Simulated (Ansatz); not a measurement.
C2H5B, SMILES `[H]/B=C/C` (charge 0, multiplicity 1).

Cartesian coordinates (Å):
```xyz
8

B      1.5809     0.2730     0.2983
C      0.3521     0.3109    -0.3200
C     -0.9680    -0.3174     0.0484
H      2.6429     0.2675     0.7902
H      0.3495     0.9074    -1.2365
H     -1.7392     0.4439     0.1938
H     -0.9000    -0.8986     0.9680
H     -1.3183    -0.9867    -0.7420
```
Charge 0, spin multiplicity 1.

Frozen-core energies in 6-31g from Ansatz (an electronic-structure program) at a geometry from B3LYP-D3(BJ)/def2-TZVP; the HF reference has <S^2> = 0.00 and the T1 diagnostic is 0.011.

```json
[
 {"level": "HF", "energy (Ha)": "-103.21639", "difference from CCSDT(Q) (mHa)": "273.23"},
 {"level": "MP2", "energy (Ha)": "-103.44562", "difference from CCSDT(Q) (mHa)": "43.99"},
 {"level": "CCSD", "energy (Ha)": "-103.48153", "difference from CCSDT(Q) (mHa)": "8.08"},
 {"level": "CCSD(T)", "energy (Ha)": "-103.48853", "difference from CCSDT(Q) (mHa)": "1.09"},
 {"level": "CCSDT", "energy (Ha)": "-103.48921", "difference from CCSDT(Q) (mHa)": "0.40"},
 {"level": "CCSDT(Q)", "energy (Ha)": "-103.48961", "difference from CCSDT(Q) (mHa)": "0.00"}
]
```
